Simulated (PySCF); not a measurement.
**Relaxation of triplet WBr₂**

Method: UPBE0 in PySCF with W def2-TZVP with ECP60, Br def2-TZVP; scalar-relativistic core potentials, no spin–orbit coupling; density-fitted integrals. A (50,194) grid was used.

A hand-made bent start, of C2v symmetry, held to at least that symmetry:

```xyz
3
charge 0 multiplicity 3, angstrom
W     0.0000    0.0000   -0.6649
Br    2.0561    0.0000    0.7749
Br   -2.0561    0.0000    0.7749
```

(1) What does it relax to?

(2) How much energy is released, and in how many steps?

Answers

(1) It ends at D∞h with W–Br 2.352 Å (×2); Br–W–Br 180.0°. A frequency run shows a minimum. Other isomers or separated fragments may lie lower.

(2) 55.3 kJ/mol in 13 steps.

Open d and f shells are described by one determinant, and the ground state may have another occupation or spin. No spin–orbit coupling is included, which matters more the heavier the element.
